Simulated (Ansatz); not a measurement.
C2H9GeN (`CN[CH2][GeH3]`), relaxed with RKS PBE0-D4/def2-TZVP in Ansatz from a PBE-D4/def2-SVP geometry. The force threshold is 0.005 eV/Å; the program also tests the step.

The species carries charge 0 and has multiplicity 1.

Start:

```xyz
13

C    -1.186   -0.380   -1.646
N    -0.560   -0.552   -0.347
C     0.359    0.511    0.016
Ge    1.248    0.087    1.733
H    -0.416   -0.434   -2.445
H    -1.727    0.595   -1.781
H    -1.910   -1.200   -1.831
H    -1.279   -0.658    0.378
H     1.160    0.580   -0.754
H    -0.097    1.537    0.074
H     2.183   -1.139    1.575
H     0.157   -0.252    2.789
H     2.068    1.305    2.240
```

| step | energy (eV) | largest force (eV/Å) | largest move (Å) |
| --- | --- | --- | --- |
| 1 | -60218.3478 | 0.513 | 0.000 |
| 2 | -60218.3880 | 0.186 | 0.036 |
| 3 | -60218.3915 | 0.027 | 0.015 |
| 4 | -60218.3918 | 0.014 | 0.009 |
| 5 | -60218.3921 | 0.016 | 0.023 |
| 6 | -60218.3922 | 0.007 | 0.012 |
| 7 | -60218.3922 | 0.004 | 0.002 |

End:

```xyz
13

C    -1.189   -0.358   -1.636
N    -0.537   -0.581   -0.364
C     0.374    0.481    0.002
Ge    1.232    0.096    1.727
H    -0.443   -0.383   -2.436
H    -1.715    0.609   -1.703
H    -1.908   -1.157   -1.829
H    -1.232   -0.708    0.360
H     1.168    0.541   -0.749
H    -0.095    1.480    0.041
H     2.167   -1.117    1.608
H     0.141   -0.219    2.769
H     2.035    1.318    2.208
```

Run time 31 s (4 threads of an Arm Neoverse V1 on a shared host); peak host memory 0.51 GiB.
